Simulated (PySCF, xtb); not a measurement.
1,3-dithiane (C4H8S2), SMILES C1CSCSC1. Other conformers were not sampled.

Harmonic wavenumbers (cm⁻¹) from GFN2-xTB in xtb at its own minimum, in rising order: 166, 194, 294, 298, 320, 461, 659, 685, 690, 707, 789, 829, 900, 941, 1010, 1052, 1100, 1119, 1161, 1172, 1207, 1260, 1267, 1334, 1385, 1436, 1445, 1461, 2953, 2956, 2958, 2958, 2992, 3013, 3013, 3037.

**Question.** What does PySCF with PBE0-D3(BJ)/def2-SVP give at its own minimum? (An estimate is asked for; the answer gives what the named calculation found.)

**Answer.** 176, 209, 322, 324, 343, 472, 663, 697, 700, 771, 793, 820, 917, 936, 1023, 1081, 1099, 1167, 1190, 1226, 1260, 1301, 1316, 1377, 1400, 1428, 1433, 1446, 3050, 3055, 3057, 3066, 3121, 3140, 3142, 3163. Paired by order, the mean absolute difference is 43 cm⁻¹ and the zero-point energies are 70.4 and 72.5 kcal/mol.
